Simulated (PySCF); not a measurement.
Compound: C7H5NO2.
SMILES: `C[C@H]1C(=O)C=C(C#N)C1=O`

A PySCF run (density fitting, gas phase, GFN2-xTB geometry) gave HOMO -7.92 eV, LUMO -3.62 eV, dipole 2.68 D and E = -474.025 Eh.

**Question.** Which of these levels was it?
A. PBE0/MINI
B. PBE0/def2-SVP
C. HSE06/pcseg-1
D. LC-wPBE/pcSseg-0

**Answer.** B. It is PBE0/def2-SVP. All candidates on this geometry:

```tsv
level and settings	kind	basis functions	SCF cycles	E (Eh)	HOMO (eV)	LUMO (eV)	dipole (D)
HSE06/pcseg-1	screened hybrid, exact exchange at short range	165	15	-474.3229	-7.74	-4.16	2.75
PBE0/MINI, grid level 3, damping 0.1 at the start, DIIS from the seventh cycle	global hybrid	55	27	-470.7067	-9.44	-5.37	2.63
PBE0/def2-SVP, start guess atom, level shift 0.1 Eh	global hybrid	165	12	-474.0255	-7.92	-3.62	2.68
LC-wPBE/pcSseg-0	range-separated hybrid	100	16	-473.4981	-10.84	-1.69	2.93
```

The nearest other candidate, by the summed differences of HOMO and LUMO, is HSE06/pcseg-1: its HOMO differs by +0.18 eV and its LUMO by -0.54 eV. Cycle counts include a coarse-grid stage where the run had one.
